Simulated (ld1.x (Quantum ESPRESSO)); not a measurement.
Reading a pseudo-wave (arsenic)

Columns: radius, all-electron u(r) and pseudo u(r) of the 3d shell (level -41.72 eV) of arsenic in the configuration [Ar] 3d10 4s1.5 4p3.5; LDA (PZ), scalar-relativistic, RRKJ scheme, ld1.x (Quantum ESPRESSO) 7.5.

| r (bohr) | all-electron | pseudo |
| --- | --- | --- |
| 0.080 | 0.1180 | 0.0276 |
| 0.160 | 0.4574 | 0.1933 |
| 0.240 | 0.8036 | 0.5237 |
| 0.320 | 1.0456 | 0.9139 |
| 0.400 | 1.1701 | 1.2113 |
| 0.480 | 1.2020 | 1.3267 |
| 0.560 | 1.1723 | 1.2796 |
| 0.640 | 1.1065 | 1.1570 |
| 0.720 | 1.0220 | 1.0334 |
| 0.800 | 0.9303 | 0.9307 |
| 0.880 | 0.8380 | 0.8380 |
| 0.960 | 0.7492 | 0.7492 |
| 1.040 | 0.6659 | 0.6659 |
| 1.120 | 0.5893 | 0.5893 |
| 1.200 | 0.5198 | 0.5198 |
| 1.280 | 0.4573 | 0.4573 |
| 1.360 | 0.4014 | 0.4014 |
| 1.440 | 0.3518 | 0.3518 |
| 1.520 | 0.3079 | 0.3079 |
| 1.600 | 0.2691 | 0.2691 |
| 1.680 | 0.2350 | 0.2350 |
| 1.760 | 0.2051 | 0.2051 |
| 1.840 | 0.1788 | 0.1788 |
| 1.920 | 0.1558 | 0.1558 |
| 2.000 | 0.1357 | 0.1357 |
| 2.080 | 0.1182 | 0.1182 |

Q: How many radial nodes do the two functions have?

A: The all-electron 3d function has n − l − 1 = 0; the pseudo-wave has 0.

Q: At about which radius was the pseudo-wave matched?

A: 0.85 bohr, where the columns begin to agree (steps of 0.08 bohr).

Q: Is the pseudo-wave norm-conserving?

A: Yes: the RRKJ scheme keeps the norm inside the radius equal to the all-electron one, which fixes the energy derivative of the logarithmic derivative at the level.
